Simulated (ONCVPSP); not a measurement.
**phosphorus (P): one change to an ONCV potential, before and after**

```
Element                 : P (Z = 15)
Generator               : ONCVPSP 4.0.1
Type                    : optimised norm-conserving Vanderbilt (ONCV)
Functional              : PBE
Relativity              : scalar-relativistic
Frozen core             : [Ne]
Valence charge          : 5
Reference configuration : 3s1 3p4
Partial waves           : 3s: rc 1.30 bohr, ncon 3, nbas 8, qcut 6 1/bohr, 1 projector; 3p: rc 1.75 bohr, ncon 3, nbas 6, qcut 5.2 1/bohr, 2 projectors, debl 3.7 Ha
Local potential         : polynomial inside 1.00 bohr (lpopt 1, dvloc0 4 Ha)
Core correction         : polynomial model core, fcfact 0.25
```

All-electron outer shells of the reference configuration (PBE, scalar-relativistic, ld1.x):

```
shell  level (eV)  outermost node (bohr)  outermost maximum (bohr)
   2s     -175.53                   0.14                      0.42
   2p     -126.02                      –                      0.36
   3s      -14.68                   0.65                      1.58
   3p       -6.07                   0.64                      1.81
```

Change: s: qcut 7; p: qcut 6.1.

Cutoffs: the cutoffs (Ha) at which the residual kinetic energy of the hardest occupied pseudo-wave falls to 1 and 0.1 mHa per electron; they do not see the model core or the augmentation charge, which bear on the density cutoff. Errors are all-electron minus pseudo energies relative to the spin-unpolarised reference configuration.

Problem. What does the change do?

Solution. The potential gets neither clearly harder nor softer (11 Ha and 14 Ha → 10 Ha and 20 Ha); the s channel sets the loose cutoff, while the largest relative change is in p, which becomes harder; of the 4 tests that both files solve, the error grows in 0 and shrinks in 2 by more than 15 % and 0.3 meV (median size 2.4 → 1.6 meV); neither file shows a bound ghost.

```csv
quantity,base,changed
"cutoff, loose",11 Ha,10 Ha
"cutoff, tight",14 Ha,20 Ha
loose cutoff by channel,"s 11 Ha, p 4.5 Ha","s 10 Ha, p 5.8 Ha"
bound ghosts,none,none
GHOST(+) flags under 300 eV,none,none
"error for 3s2 3p3, meV [ΔE -8.53 eV]",+2.7,+1.3
"error for 3s2 3p2, meV [ΔE 1.20 eV]",+2.0,+0.6
"error for 3s2 3p1, meV [ΔE 20.34 eV]",+15,+16
"error for 3s1 3p3, meV [ΔE 10.32 eV]",+1.8,+1.8
s: phases at 1.32 bohr within 0.05 rad from the reference energy up to (Ha; the scan ends near 5),0.9,0.8
p: phases at 1.77 bohr within 0.05 rad from the reference energy up to (Ha; the scan ends near 5),4.7,4.7
"rms error of d²Exc/dni dnj with the model core, mHa",0.88,0.86
```
